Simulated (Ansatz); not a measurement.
A short molecular-dynamics run on Te(SiH3)2 (Si2TeH6).

```yaml
crystal:
  periodic: [false, false, false]
  atoms:
    - {symbol: Te, position_ang: [0.000078, -0.024058, -1.777900]}
    - {symbol: Si, position_ang: [1.799049, 0.022297, -0.026624]}
    - {symbol: H, position_ang: [1.724352, -1.187128, 0.846095]}
    - {symbol: H, position_ang: [1.681859, 1.241634, 0.827515]}
    - {symbol: H, position_ang: [3.097978, 0.039162, -0.758176]}
    - {symbol: Si, position_ang: [-1.799317, -0.023173, -0.026617]}
    - {symbol: H, position_ang: [-3.098788, -0.052796, -0.757388]}
    - {symbol: H, position_ang: [-1.719437, 1.206622, 0.817049]}
    - {symbol: H, position_ang: [-1.685774, -1.222550, 0.856067]}
basis:
  gaussian: {orbitals: def2-SVP}
hamiltonian: {xc: {name: PBE}}
md: {timestep: 2 fs, n_steps: 15, ensemble: nvt_nose_hoover, temperature: 1500, initial_velocities: maxwell_boltzmann, seed: 663}
scf: {omitted_lower_state_checks: [starts]}
```

```sh
$ ansatz run in.yaml --threads 4 --pin off --events-out ev --progress --plain --max-ram 3916MiB
```

| step | time (fs) | potential energy (eV) | kinetic (eV) | T (K) | conserved (eV) |
| --- | --- | --- | --- | --- | --- |
| 0 | 0.0 | -23132.9578 | 1.3572 | 1500 | -23131.6006 |
| 1 | 2.0 | -23132.5664 | 1.0398 | 1149 | -23131.5266 |
| 2 | 4.0 | -23132.2455 | 0.7393 | 817 | -23131.5064 |
| 3 | 6.0 | -23132.3499 | 0.8110 | 896 | -23131.5395 |
| 4 | 8.0 | -23132.3915 | 0.8453 | 934 | -23131.5475 |
| 5 | 10.0 | -23132.1845 | 0.6389 | 706 | -23131.5478 |
| 6 | 12.0 | -23131.9099 | 0.4341 | 480 | -23131.4790 |
| 7 | 14.0 | -23132.3397 | 0.7863 | 869 | -23131.5578 |
| 8 | 16.0 | -23132.5516 | 0.9772 | 1080 | -23131.5810 |
| 9 | 18.0 | -23132.1855 | 0.6957 | 769 | -23131.4987 |
| 10 | 20.0 | -23132.2277 | 0.7101 | 785 | -23131.5287 |
| 11 | 22.0 | -23132.4397 | 0.9065 | 1002 | -23131.5471 |
| 12 | 24.0 | -23132.4354 | 0.8957 | 990 | -23131.5571 |
| 13 | 26.0 | -23132.1170 | 0.6134 | 678 | -23131.5240 |
| 14 | 28.0 | -23132.0866 | 0.6204 | 686 | -23131.4895 |
| 15 | 30.0 | -23132.6312 | 1.0650 | 1177 | -23131.5937 |

Velocities are drawn at the set temperature; a run this short doesn't reach equilibrium. The conserved energy moves by 0.12 eV, a sign that the time step is too long.

In the def2 sets Te takes a core potential; there is no spin–orbit coupling.

Frames (Å, forces in eV/Å):

```xyz
9
time=0.0 fs
Te    0.000   -0.024   -1.778    0.001   -0.003   -0.221
Si    1.799    0.022   -0.027   -0.059   -0.003   -0.026
H     1.724   -1.187    0.846    0.003   -0.157    0.119
H     1.682    1.242    0.828   -0.004    0.160    0.115
H     3.098    0.039   -0.758    0.185    0.003   -0.098
Si   -1.799   -0.023   -0.027    0.057    0.003   -0.024
H    -3.099   -0.053   -0.757   -0.180   -0.004   -0.095
H    -1.719    1.207    0.817   -0.003    0.157    0.114
H    -1.686   -1.223    0.856    0.002   -0.154    0.117
9
time=2.0 fs
Te   -0.001   -0.026   -1.775    0.104    0.118   -0.279
Si    1.819    0.025   -0.039   -2.404    0.323    2.648
H     1.781   -1.265    0.837   -0.107    0.708   -0.350
H     1.682    1.322    0.913    0.080   -1.185   -0.819
H     3.071    0.036   -0.622    2.380    0.129   -1.375
Si   -1.814   -0.019   -0.034    1.006    0.811    1.214
H    -3.081   -0.046   -0.716   -1.072    0.014   -0.690
H    -1.772    1.287    0.874    0.041   -1.089   -0.580
H    -1.676   -1.306    0.734   -0.027    0.170    0.231
9
time=4.0 fs
Te   -0.002   -0.027   -1.772    0.207    0.232   -0.352
Si    1.836    0.028   -0.048   -2.295    0.267    3.107
H     1.834   -1.315    0.814   -0.229    1.088   -0.503
H     1.685    1.356    0.967    0.097   -1.615   -1.164
H     3.134    0.038   -0.539    2.217    0.211   -1.330
Si   -1.828   -0.014   -0.040    1.052    0.746    1.545
H    -3.104   -0.038   -0.701   -1.084    0.046   -0.770
H    -1.823    1.325    0.909    0.133   -1.558   -0.814
H    -1.668   -1.383    0.620   -0.098    0.583    0.280
9
time=6.0 fs
Te   -0.003   -0.028   -1.769    0.287    0.334   -0.427
Si    1.850    0.031   -0.053    0.046    0.200    2.199
H     1.878   -1.324    0.772   -0.307    1.009   -0.398
H     1.692    1.329    0.976    0.072   -1.506   -1.128
H     3.283    0.048   -0.506   -0.134    0.228   -0.548
Si   -1.840   -0.007   -0.044    0.146    0.260    0.960
H    -3.168   -0.028   -0.715   -0.150    0.075   -0.342
H    -1.868    1.303    0.913    0.222   -1.456   -0.692
H    -1.663   -1.438    0.517   -0.182    0.857    0.377
9
time=8.0 fs
Te   -0.004   -0.030   -1.767    0.349    0.422   -0.472
Si    1.864    0.035   -0.054    1.533    0.062    0.969
H     1.910   -1.295    0.715   -0.317    0.453   -0.056
H     1.702    1.245    0.942   -0.014   -0.807   -0.625
H     3.426    0.066   -0.495   -1.606    0.204   -0.157
Si   -1.852    0.000   -0.047   -0.714   -0.540   -0.130
H    -3.238   -0.016   -0.743    0.739    0.086    0.071
H    -1.906    1.226    0.890    0.273   -0.737   -0.134
H    -1.665   -1.460    0.429   -0.242    0.856    0.534
9
time=10.0 fs
Te   -0.005   -0.031   -1.764    0.404    0.497   -0.470
Si    1.880    0.038   -0.054    2.120   -0.529   -0.965
H     1.930   -1.247    0.656   -0.264   -0.546    0.470
H     1.712    1.129    0.884   -0.245    0.802    0.668
H     3.508    0.093   -0.490   -2.087    0.168   -0.052
Si   -1.865    0.006   -0.050   -1.056   -1.679   -1.610
H    -3.280    0.000   -0.767    1.132    0.090    0.254
H    -1.932    1.121    0.862    0.249    0.671    0.990
H    -1.677   -1.449    0.361   -0.253    0.526    0.716
9
time=12.0 fs
Te   -0.006   -0.032   -1.762    0.449    0.552   -0.429
Si    1.899    0.041   -0.056    2.177   -1.325   -2.710
H     1.939   -1.221    0.615   -0.195   -1.323    0.826
H     1.711    1.044    0.852   -0.550    2.389    2.069
H     3.511    0.125   -0.486   -1.976    0.135   -0.086
Si   -1.879    0.009   -0.055   -0.927   -2.110   -2.604
H    -3.279    0.019   -0.782    1.028    0.103    0.208
H    -1.950    1.041    0.872    0.202    1.656    1.851
H    -1.698   -1.418    0.320   -0.210   -0.079    0.874
9
time=14.0 fs
Te   -0.007   -0.033   -1.760    0.482    0.580   -0.353
Si    1.921    0.042   -0.061    1.093   -0.784   -1.501
H     1.942   -1.246    0.605   -0.142   -0.939    0.594
H     1.690    1.050    0.899   -0.395    1.442    1.266
H     3.437    0.163   -0.486   -1.166    0.141   -0.289
Si   -1.895    0.010   -0.063   -0.384   -0.759   -1.569
H    -3.238    0.042   -0.790    0.432    0.139   -0.073
H    -1.959    1.025    0.953    0.240    0.796    0.991
H    -1.727   -1.390    0.313   -0.159   -0.618    0.934
9
time=16.0 fs
Te   -0.007   -0.034   -1.757    0.498    0.579   -0.234
Si    1.944    0.042   -0.068   -1.497   -0.275    1.171
H     1.939   -1.306    0.618   -0.039    0.118    0.049
H     1.654    1.112    0.994    0.062   -0.291   -0.366
H     3.319    0.207   -0.497    0.797    0.294   -0.829
Si   -1.911    0.010   -0.074    0.643    0.339    0.431
H    -3.181    0.071   -0.799   -0.535    0.203   -0.553
H    -1.960    1.039    1.072    0.247   -0.395   -0.449
H    -1.762   -1.385    0.342   -0.176   -0.573    0.780
9
time=18.0 fs
Te   -0.008   -0.034   -1.755    0.489    0.550   -0.082
Si    1.966    0.042   -0.074   -3.975   -0.503    3.000
H     1.934   -1.362    0.633    0.131    0.893   -0.357
H     1.620    1.162    1.076    0.388   -1.132   -1.219
H     3.231    0.262   -0.540    2.735    0.580   -1.458
Si   -1.927    0.010   -0.084    1.429    0.243    1.863
H    -3.144    0.107   -0.831   -1.129    0.256   -0.833
H    -1.951    1.038    1.174    0.181   -0.890   -1.311
H    -1.804   -1.403    0.400   -0.249    0.004    0.397
9
time=20.0 fs
Te   -0.008   -0.034   -1.753    0.451    0.498    0.069
Si    1.982    0.041   -0.076   -3.011   -0.281    2.752
H     1.935   -1.384    0.634    0.301    1.126   -0.507
H     1.601    1.170    1.111    0.546   -1.319   -1.450
H     3.248    0.339   -0.638    1.434    0.315   -0.882
Si   -1.940    0.011   -0.092    1.121   -0.228    2.100
H    -3.150    0.154   -0.894   -0.640    0.191   -0.435
H    -1.935    1.003    1.226    0.096   -0.855   -1.591
H    -1.856   -1.420    0.474   -0.296    0.552   -0.056
9
time=22.0 fs
Te   -0.008   -0.035   -1.751    0.399    0.427    0.204
Si    1.994    0.040   -0.074   -1.023    0.419    1.217
H     1.947   -1.363    0.616    0.417    0.806   -0.401
H     1.602    1.126    1.090    0.549   -1.057   -1.232
H     3.320    0.428   -0.771   -0.662   -0.313    0.285
Si   -1.952    0.011   -0.096    0.321   -0.621    1.409
H    -3.181    0.207   -0.973    0.256    0.021    0.290
H    -1.915    0.935    1.217    0.029   -0.426   -1.352
H    -1.919   -1.416    0.546   -0.286    0.744   -0.422
9
time=24.0 fs
Te   -0.008   -0.035   -1.749    0.351    0.342    0.328
Si    2.004    0.039   -0.070    0.075    0.835   -0.782
H     1.975   -1.311    0.582    0.478   -0.082   -0.042
H     1.625    1.042    1.023    0.306   -0.170   -0.356
H     3.366    0.506   -0.893   -1.564   -0.710    1.006
Si   -1.963    0.011   -0.099   -0.226   -1.086    0.064
H    -3.202    0.262   -1.042    0.795   -0.138    0.806
H    -1.894    0.850    1.156    0.028    0.466   -0.408
H    -1.994   -1.384    0.601   -0.242    0.542   -0.617
9
time=26.0 fs
Te   -0.008   -0.035   -1.747    0.313    0.244    0.445
Si    2.015    0.039   -0.067    0.755    0.443   -3.328
H     2.021   -1.261    0.547    0.521   -1.189    0.402
H     1.660    0.952    0.941   -0.284    1.501    1.403
H     3.353    0.556   -0.976   -1.687   -0.857    1.296
Si   -1.975    0.009   -0.102   -0.428   -1.630   -1.712
H    -3.193    0.311   -1.080    0.866   -0.216    0.967
H    -1.872    0.783    1.079    0.152    1.672    1.125
H    -2.077   -1.331    0.633   -0.208    0.032   -0.598
9
time=28.0 fs
Te   -0.008   -0.035   -1.745    0.286    0.136    0.548
Si    2.027    0.040   -0.069    0.679   -0.205   -4.255
H     2.087   -1.258    0.527    0.533   -1.362    0.454
H     1.683    0.919    0.913   -0.597    2.279    2.304
H     3.275    0.574   -1.010   -1.304   -0.788    1.211
Si   -1.988    0.004   -0.107   -0.146   -1.337   -2.114
H    -3.150    0.352   -1.081    0.499   -0.165    0.734
H    -1.844    0.781    1.046    0.258    1.985    1.513
H    -2.169   -1.277    0.643   -0.208   -0.544   -0.395
9
time=30.0 fs
Te   -0.007   -0.034   -1.742    0.261    0.024    0.636
Si    2.039    0.041   -0.077   -0.824   -0.123   -1.603
H     2.174   -1.306    0.525    0.395   -0.322    0.042
H     1.684    0.973    0.974   -0.061    0.746    0.731
H     3.146    0.561   -0.998   -0.191   -0.347    0.482
Si   -2.000   -0.002   -0.115    0.810   -0.122   -0.304
H    -3.089    0.387   -1.054   -0.292    0.073    0.075
H    -1.806    0.854    1.070    0.092    0.866    0.136
H    -2.269   -1.243    0.637   -0.190   -0.797   -0.195
```

It took 13 s on 4 threads of Intel Xeon Platinum 8259CL on a shared host.
